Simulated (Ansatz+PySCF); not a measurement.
Results of a calculation; reference values are marked as such.
## Several solutions for quintet RuO

```xyz
2

Ru    0.0000    0.0000    0.0000
O     0.0000    0.0000    1.7826
```

Basis set: def2-SVP (spherical functions, with the set's core potentials past Kr). Charge 0, multiplicity 5.

ROHF was run from several starts with Ansatz (development build ahead of 0.2.0) and PySCF 2.14.0.

```json
{"run": "A", "program": "Ansatz", "start": "atomic start, no search", "converged": "yes", "energy (hartree)": "-168.81220", "<S²>": "6.00"}
{"run": "B", "program": "Ansatz", "start": "stability test followed", "converged": "yes", "energy (hartree)": "-168.81220", "<S²>": "6.00"}
{"run": "C", "program": "PySCF", "start": "program defaults", "converged": "yes", "energy (hartree)": "-168.81220", "<S²>": "6.00"}
{"run": "D", "program": "Ansatz", "start": "search for the lowest state", "converged": "yes", "energy (hartree)": "-168.82274", "<S²>": "6.00"}
```

Question: Which runs reached the lowest solution of this kind, and what is wrong with the others?

Answer: D reached the lowest solution found. Converged but too high: A by 0.29 eV, B by 0.29 eV, C by 0.29 eV. Convergence only shows a stationary point, and even a stable one can lie too high; stability tests and further starts are what find lower ones. Caution: other spin multiplicities were not run. Caution: the determinant may break the point group.
